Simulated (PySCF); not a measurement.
## S⁺: ionisation energy

S⁺ [Ne] 3s2 3p3 (4S) → S²⁺ [Ne] 3s2 3p2 (3P), as a difference of total energies. Computed with PySCF 2.14 in cc-pV(D+d)Z, with no relativity, point nucleus. Correlated levels: valence: [Ne] frozen. The calculations carry no spin-orbit coupling.

```json
{"method": "UHF", "ionisation energy (eV)": "22.742", "difference from reference (eV)": "-0.596"}
{"method": "LDA", "ionisation energy (eV)": "23.436", "difference from reference (eV)": "+0.098"}
{"method": "B3LYP", "ionisation energy (eV)": "23.286", "difference from reference (eV)": "-0.052"}
{"method": "MP2 (valence)", "ionisation energy (eV)": "23.173", "difference from reference (eV)": "-0.165"}
{"method": "SCS-MP2 (valence)", "ionisation energy (eV)": "23.017", "difference from reference (eV)": "-0.321"}
{"method": "CCSD (valence)", "ionisation energy (eV)": "23.088", "difference from reference (eV)": "-0.250"}
{"method": "CCSD(T) (valence)", "ionisation energy (eV)": "23.092", "difference from reference (eV)": "-0.246"}
```

Reference: 23.338 eV (measured; NIST Atomic Spectra Database, ionization energies).

The reference lies between the lowest fine-structure levels, while these numbers refer to the centres of the terms.

Errors of the correlated levels include the incompleteness of this basis and the frozen core.
